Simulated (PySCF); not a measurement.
ZnF, SMILES [F][Zn+], charge +1. Atoms are numbered in the order given.

```xyz
2

Zn     0.0000     0.0000    -0.3978
F      0.0000     0.0000     1.3259
```
Charge +1, spin multiplicity 1.

Geometry optimised at B3LYP-D3(BJ)/def2-TZVPD. The spin state was assumed, not searched.

Two levels are set side by side: PBE/pcSseg-2 (PySCF) and B3LYP/pcSseg-2 (PySCF). GIAO shifts against CFCl3 (¹⁹F) at the same level; non-relativistic, no solvent, atoms listed together averaged. Differences are taken from unrounded values.

```tsv
quantity	B3LYP
δ(¹⁹F) of F2 (ppm)	-54.6
```

Question: What does PBE give, and how far is it from B3LYP? (An estimate is asked for; the answer gives what the named calculation found.)

Answer: 
```json
[
 {"quantity": "δ(¹⁹F) of F2 (ppm)", "PBE": "1.8", "PBE minus B3LYP": "56.3"}
]
```

Rough cost on one machine, each run with all the roots and properties that it gave: B3LYP against PBE within a factor of 2.
